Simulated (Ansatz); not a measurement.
Ansatz results at the PBE0-D4/def2-TZVP geometry: LUMO energy (PBE/def2-TZVPP) -0.33 eV; size of the dipole moment (PBE/def2-TZVPP) 1.37 D; HOMO–LUMO gap (B3LYP/def2-TZVPP) 6.96 eV.

Each molecule was computed in one conformer, which needn't be the lowest.

Which molecule gave them?
A. `SC=C=[Se]`
B. `OC1(F)NB1[SiH3]`
C. `C=C(F)O[SiH2]C`
D. `C=[C](F)[SnH2][CH3]`

C. The others give `C=[C](F)[SnH2][CH3]`: -1.02, 1.93, 7.08; `OC1(F)NB1[SiH3]`: -1.92, 1.02, 6.07; `SC=C=[Se]`: -3.51, 1.02, 3.50.

B3LYP here is the variant with VWN-RPA as its local correlation; programs differ in this.
